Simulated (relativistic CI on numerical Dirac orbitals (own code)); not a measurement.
## Slater and spin-orbit integrals, Ag XL

These numbers are calculated, not measured: Dirac-Coulomb-Breit CI, orbitals from a KLI potential per configuration, a model potential for QED, unscaled Slater integrals (own radial code, finite nucleus).

Slater integrals F^k, G^k are unscaled and averaged over j, outside the closed core 1s2; ζ comes from projecting the Hamiltonian with its Breit term on Σ l·s of the shell.

- 2s²2p⁴: F^2(2p,2p) = 844740, ζ(2p) = 992770 cm⁻¹; <r>(2p) = 0.1125, <r^2>(2p) = 0.01535 (bohr units).
- 2s2p⁵: G^1(2s,2p) = 902180, ζ(2p) = 987980 cm⁻¹; <r>(2s) = 0.13, <r^2>(2s) = 0.01989, <r>(2p) = 0.1127, <r^2>(2p) = 0.0154 (bohr units).
- 2p⁵3s: ζ(2p) = 1.0018e+06, G^1(2p,3s) = 88553 cm⁻¹; <r>(2p) = 0.1121, <r^2>(2p) = 0.01525, <r>(3s) = 0.3067, <r^2>(3s) = 0.1071 (bohr units).

Averages of the first 10 configurations, taken without configuration mixing, which lowers the lowest level and can move excited configurations by several eV; other configurations of the list can lie among them:

```json
{"Configuration": "2s²2p⁴", "Parity": "even", "States": "15", "Average energy above the lowest level (eV)": "129.1"}
{"Configuration": "2s2p⁵", "Parity": "odd", "States": "12", "Average energy above the lowest level (eV)": "477.4"}
{"Configuration": "2p⁶", "Parity": "even", "States": "1", "Average energy above the lowest level (eV)": "862.2"}
{"Configuration": "2p⁵3s", "Parity": "odd", "States": "12", "Average energy above the lowest level (eV)": "4166.2"}
{"Configuration": "2p⁵3p", "Parity": "even", "States": "36", "Average energy above the lowest level (eV)": "4261.0"}
{"Configuration": "2p⁵3d", "Parity": "odd", "States": "60", "Average energy above the lowest level (eV)": "4359.2"}
{"Configuration": "2s²2p³3s", "Parity": "odd", "States": "40", "Average energy above the lowest level (eV)": "3480.2"}
{"Configuration": "2s²2p³3p", "Parity": "even", "States": "120", "Average energy above the lowest level (eV)": "3580.7"}
{"Configuration": "2s²2p³3d", "Parity": "odd", "States": "200", "Average energy above the lowest level (eV)": "3679.3"}
{"Configuration": "2s2p⁴3s", "Parity": "even", "States": "60", "Average energy above the lowest level (eV)": "3804.9"}
```
